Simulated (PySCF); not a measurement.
Harmonic spectrum computed at PBE0 in the def2-TZVPD basis family (core potentials from Rb on, PySCF, no spin–orbit coupling):

```csv
ω (cm⁻¹),IR (km/mol)
117,7.3
343,166
366,134
```

Q: Which molecule gave it? In each, all ligands are bound to the one heavy central atom.
A. CsF₂⁻ (singlet)
B. TlF₂⁻ (singlet)
C. IF₂⁻ (singlet)
D. AgF₂⁻ (singlet)

A: B. It has C2v symmetry with Tl–F 2.209 Å (×2).
